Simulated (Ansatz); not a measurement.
Start from `O[CH2][In]([F])[F]` and change one atom or group to get `[F][InH][F]`.

Ansatz, PBE0-D4/def2-TZVP geometries, multiplicity 1. Each molecule was computed in one conformer, which needn't be the lowest.

Elements past krypton have def2 core potentials.

```tsv
property	`O[CH2][In]([F])[F]`
HOMO energy (PBE0/def2-TZVPP) / eV	-7.94
HOMO–LUMO gap (PBE0/def2-TZVPP) / eV	5.85
size of the dipole moment (PBE/def2-TZVPP) / D	3.69
HOMO–LUMO gap (PBE/def2-TZVPP) / eV	3.71
LUMO energy (PBE0/def2-TZVPP) / eV	-2.09
HOMO energy (B3LYP/def2-TZVPP) / eV	-7.78
```

Problem. What does the change do to each property? (Best estimate.)

Solution. Computed: 
```
                                      property  `[F][InH][F]`  shift
            HOMO energy (PBE0/def2-TZVPP) / eV          -9.95  -2.01
          HOMO–LUMO gap (PBE0/def2-TZVPP) / eV           8.10   2.25
size of the dipole moment (PBE/def2-TZVPP) / D           3.31  -0.38
           HOMO–LUMO gap (PBE/def2-TZVPP) / eV           5.44   1.73
            LUMO energy (PBE0/def2-TZVPP) / eV          -1.86   0.23
           HOMO energy (B3LYP/def2-TZVPP) / eV          -9.73  -1.95
```

With PBE0 the HOMO falls by 2.01 eV and the LUMO rises by 0.23 eV, so the gap widens by about 2.24 eV. PBE moves the HOMO by -1.60 eV and ωB97M-V by -2.19 eV. The zero-point energy changes by -94.4 kJ/mol with -12 modes. Dipoles are sizes alone; their direction can turn.

B3LYP here is the variant with VWN-RPA as its local correlation; programs differ in this.
